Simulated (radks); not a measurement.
Task: I2+, 51 electrons, occupied as [Kr] 4d10 5s1.75 5p3 6s0.25 (fractional occupations, a model configuration). Calculated with a radial shooting solver on a logarithmic mesh with Libxc functionals: scalar-relativistic Kohn-Sham, LDA (Slater exchange, Perdew-Wang correlation), spin-unpolarised, spherical densities, point nucleus. Some entries of the table are withheld. Estimate them.

| orbital | occ. | eigenvalue (eV) | <r^2> (bohr^2) | <1/r> (bohr^-1) |
|---|---|---|---|---|
| 1s | 2 | -32970.76 | 0.001006 | 56.78 |
| 2s | 2 | -5113.863 | (1) | 13.01 |
| 2p | 6 | -4594.741 | 0.01283 | 12.45 |
| 3s | 2 | -1049.328 | 0.1131 | 4.661 |
| 3p | 6 | -881.0860 | 0.1132 | 4.433 |
| 3d | 10 | -628.3930 | 0.09871 | 4.198 |
| 4s | 2 | -202.1591 | 0.6186 | 1.891 |
| 4p | 6 | -149.3075 | 0.7145 | 1.731 |
| 4d | 10 | (2) | 0.9867 | 1.446 |
| 5s | 1.75 | -37.4633 | 3.883 | (3) |
| 5p | 3 | -25.7200 | 5.382 | 0.5917 |
| 6s | 0.25 | -11.7055 | 20.59 | 0.2994 |

Result: 
(1) 2s <r^2> (bohr^2): 0.01622
(2) 4d eigenvalue (eV): -72.1875
(3) 5s <1/r> (bohr^-1): 0.7034
